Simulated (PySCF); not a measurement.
C$_{6}$H$_{14}$, charge -1, doublet, at the geometry of the source list (a state made from the parent by changing its charge; the spin is typed, not shown lowest) (in this run its highest filled SCF level lies above zero, so its values depend strongly on the basis, on diffuse functions most of all). Base run: HF/6-31G run with PySCF.

The PySCF input:
```python
from pyscf import gto, scf

mol = gto.Mole()
mol.atom = '''
    C     2.83340000    0.85030000   -0.34240000
    C     1.82880000    0.00110000    0.42560000
    C     0.44440000    0.03160000   -0.21760000
    C    -0.56010000   -0.81700000    0.55810000
    C    -1.93330000   -0.90240000   -0.10840000
    C    -2.66640000    0.43210000   -0.15860000
    H     2.93620000    0.49080000   -1.36410000
    H     2.50950000    1.88830000   -0.37790000
    H     3.81090000    0.81330000    0.13320000
    H     2.18440000   -1.03130000    0.46810000
    H     1.75560000    0.36640000    1.45290000
    H     0.09860000    1.06580000   -0.26140000
    H     0.51550000   -0.34040000   -1.24290000
    H    -0.67420000   -0.40920000    1.56570000
    H    -0.15880000   -1.82930000    0.65710000
    H    -1.81730000   -1.29070000   -1.12340000
    H    -2.54310000   -1.61770000    0.44960000
    H    -2.74670000    0.86090000    0.83800000
    H    -3.67090000    0.29620000   -0.55390000
    H    -2.14660000    1.14120000   -0.79750000
'''
mol.basis = '6-31g'
mol.charge = -1
mol.spin = 1
mol.verbose = 4
mol.build()

mf = scf.UHF(mol)
mf.kernel()
mf.analyze()
```

Variants of this job, named by their change:

```csv
change,basis functions,E (Eh),HOMO (eV),outcome
base,82,-235.04938,5.75,converged
basis = x2c-SVPall; relativity = none,154,-235.02994,4.50,converged
basis = cc-pVDZ-DK; relativity = none,154,-235.19886,4.66,converged
basis = cc-pVDZ-DK; relativity = spin-free X2C; nucleus = Gaussian (with mol.nucmod = 'G'),154,-235.29181,4.65,converged
basis = ANO-RCC-VDZP; relativity = none,-,-,-,cut at the time limit
basis = cc-pVDZ-DK; relativity = spin-free X2C,154,-235.29183,4.65,converged
basis = ANO-RCC-VDZP; relativity = spin-free X2C,-,-,-,cut at the time limit
basis = x2c-SVPall; relativity = spin-free X2C; nucleus = Gaussian (with mol.nucmod = 'G'),154,-235.11679,4.50,converged
basis = ANO-RCC-VDZP; relativity = spin-free X2C; nucleus = Gaussian (with mol.nucmod = 'G'),-,-,-,cut at the time limit
basis = x2c-SVPall; relativity = spin-free X2C,154,-235.11680,4.50,converged
```

Totals shift with the method and basis; they matter in differences.

Open shells are given as the SCF converged; they aren't shown to be the lowest states, and a large step between rows can be another state.

Basis sets contracted for a relativistic Hamiltonian are a mismatch without it, so the rows without relativity aren't non-relativistic limits. No row has spin-orbit coupling; sets with core potentials leave out the core electrons.
